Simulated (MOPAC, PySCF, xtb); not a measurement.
Dissociation curve of HI, singlet.

Computed with: GFN1-xTB (xtb); AM1, restricted, heats of formation (MOPAC); RHF/def2-TZVP, def2 effective core potentials past Kr (PySCF).

Energies are in kcal/mol, each relative to the lowest point of its own curve near equilibrium.

```json
[
 {"R / Å": "1.28", "GFN1-xTB": "53.9", "AM1": "31.5", "RHF": "43.1"},
 {"R / Å": "1.36", "GFN1-xTB": "24.4", "AM1": "16.0", "RHF": "21.0"},
 {"R / Å": "1.47", "GFN1-xTB": "5.4", "AM1": "3.8", "RHF": "5.0"},
 {"R / Å": "1.50", "GFN1-xTB": "2.9", "AM1": "2.0", "RHF": "2.8"},
 {"R / Å": "1.57", "GFN1-xTB": "0.2", "AM1": "0.0", "RHF": "0.2"},
 {"R / Å": "1.61", "GFN1-xTB": "0.0", "AM1": "0.1", "RHF": "0.0"},
 {"R / Å": "1.66", "GFN1-xTB": "0.9", "AM1": "1.2", "RHF": "0.9"},
 {"R / Å": "1.71", "GFN1-xTB": "2.7", "AM1": "3.4", "RHF": "2.7"},
 {"R / Å": "1.75", "GFN1-xTB": "4.7", "AM1": "5.8", "RHF": "4.8"},
 {"R / Å": "1.88", "GFN1-xTB": "13.4", "AM1": "16.6", "RHF": "13.8"},
 {"R / Å": "1.98", "GFN1-xTB": "21.6", "AM1": "26.9", "RHF": "22.3"},
 {"R / Å": "2.19", "GFN1-xTB": "41.1", "AM1": "50.7", "RHF": "41.8"},
 {"R / Å": "2.42", "GFN1-xTB": "61.9", "AM1": "75.7", "RHF": "62.8"},
 {"R / Å": "2.68", "GFN1-xTB": "81.8", "AM1": "99.8", "RHF": "84.3"},
 {"R / Å": "2.91", "GFN1-xTB": "95.9", "AM1": "116.7", "RHF": "100.6"},
 {"R / Å": "3.23", "GFN1-xTB": "110.1", "AM1": "134.4", "RHF": "119.2"},
 {"R / Å": "3.51", "GFN1-xTB": "118.2", "AM1": "145.3", "RHF": "132.1"},
 {"R / Å": "3.97", "GFN1-xTB": "—", "AM1": "157.1", "RHF": "147.9"},
 {"R / Å": "4.33", "GFN1-xTB": "—", "AM1": "163.0", "RHF": "156.8"},
 {"R / Å": "4.81", "GFN1-xTB": "—", "AM1": "168.4", "RHF": "165.3"},
 {"R / Å": "5.70", "GFN1-xTB": "—", "AM1": "174.7", "RHF": "174.9"},
 {"R / Å": "6.44", "GFN1-xTB": "—", "AM1": "178.3", "RHF": "179.5"}
]
```

At the longest distance, 6.44 Å, RHF lies highest above its minimum (179.5 kcal/mol) and AM1 lowest (178.3 kcal/mol).

Dashes: no converged value, or the column stops at the first point that the program doubted or that broke a chosen test of continuity, which isn't proof of a fault.

The restricted form behind AM1, RHF keeps the bonding electrons paired and can't separate into open-shell fragments.
